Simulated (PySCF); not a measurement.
C3H6OSi, SMILES [SiH3][C@@H]1C=CO1.

Coordinates come from a B3LYP-D3(BJ)/def2-SVP optimisation. The structure was generated by enumeration; whether it is a known compound was not checked.

Method: PySCF with r2SCAN/def2-TZVP.

The molecule is in vacuum.

Computed frontier levels, gap, dipole moment and polarisability:
```json
{
 "highest_occupied_level": "-5.74 eV",
 "lowest_empty_level": "-0.48 eV",
 "orbital_gap": "5.26 eV",
 "dipole_moment": "1.12 D",
 "quadrupole, principal values (traceless, Buckingham form, about the centre of nuclear charge)": "-3.47, -0.92, 4.38 D·Å",
 "mean_static_polarisability": "63.7 bohr³ (9.44 Å³)",
 "polarisability_principal_values": "53.1, 61.0, 76.9 bohr³"
}
```
